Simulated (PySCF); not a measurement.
SMILES CC=C=C(F)Br, C4H4BrF

Geometry:
```
atom   x (Å)   y (Å)   z (Å)
  C1  -1.590  -0.443  -0.086
  C2  -0.523   0.576   0.142
  C3   0.756   0.330   0.155
  C4   2.027   0.090   0.125
  F5   2.747  -0.248   1.193
 Br6   3.074   0.181  -1.433
  H7  -1.169  -1.434  -0.247
  H8  -2.194  -0.168  -0.956
  H9  -2.267  -0.482   0.772
 H10  -0.851   1.601   0.314
```

Computed with TDDFT CAM-B3LYP/def2-TZVPD circular dichroism and optical rotation, one conformer, IEF-PCM chloroform (non-equilibrium linear response, no local-field factor) in PySCF 2.14.0. Geometry: PBE0-D3(BJ)/def2-TZVP.

The calculation is non-relativistic, which matters for the atoms heavier than Zn. No stereocentre is labelled: unless the shape is locked (an allene, a helicene, a hindered biaryl), the mirror image is equally populated and a measured rotation or CD is zero.

Problem. Give the optical rotatory dispersion at 633, 589.3, 546, 436, 405, 365, 355 nm.

Solution. [α] in deg dm⁻¹ (g/mL)⁻¹:
| λ (nm) | origin-invariant length gauge | modified velocity gauge | length gauge (centre of mass) | isotropic polarisability (au) |
| --- | --- | --- | --- | --- |
| 633 | +166.7 | +168.5 | +166.4 | 91.2 |
| 589.3 | +197.5 | +199.6 | +197.1 | 91.8 |
| 546 | +237.8 | +240.3 | +237.3 | 92.5 |
| 436 | +429.3 | +433.8 | +428.5 | 95.8 |
| 405 | +531.9 | +537.3 | +530.9 | 97.4 |
| 365 | +739.3 | +746.6 | +737.9 | 100.2 |
| 355 | +813.3 | +821.3 | +811.7 | 101.1 |

Problem. And for the mirror image at 589.3 nm?

Solution. -197.5 deg dm⁻¹ (g/mL)⁻¹ (origin-invariant length gauge): the same size and the opposite sign.

Problem. What is the molar rotation [Φ] = [α]·M/100 of the geometry above at 589.3 nm?

Solution. With M = 150.98 g/mol, +298.1 deg cm² dmol⁻¹ (origin-invariant length gauge).

The first excitation lies at 4.59 eV (270 nm) with R = +1.7 × 10⁻⁴⁰ esu² cm² (velocity form).
